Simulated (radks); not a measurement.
Q: The mean radii <r> (bohr) of the occupied orbitals of an atom or ion are listed with their occupations. All-electron calculation, Dirac Kohn-Sham, LB94 model potential, spin-unpolarised, spherical densities, finite nucleus; Fermi nuclear charge, rms radius of each element as measured or else 0.836 A^(1/3) + 0.57 fm. Program: a radial shooting solver on a logarithmic mesh with Libxc functionals.

orbital  occ.      <r>
1s1/2       2  0.02035
2s1/2       2  0.08573
2p1/2       2  0.07128
2p3/2       4  0.07856
3s1/2       2   0.2233
3p1/2       2   0.2128
3p3/2       4   0.2260
3d3/2       4   0.1988
3d5/2       6   0.2029
4s1/2       2   0.4704
4p1/2       2   0.4706
4p3/2       4   0.4928
4d3/2       4   0.4886

Name the element and its charge. Open shells, if any, fill j = l - 1/2 first.

A: Z = 68, erbium, charge +28: Er28+ in [Kr] 4d4. The 1s radius gives Z: for a bare nucleus <r> = (2 gamma + 1)/(2Z) with gamma = sqrt(1 - (Z/c)^2), 0.02012 bohr for Z = 68, and screening makes it slightly larger (0.02035 here). The occupations add up to 40, and the charge is Z minus that.
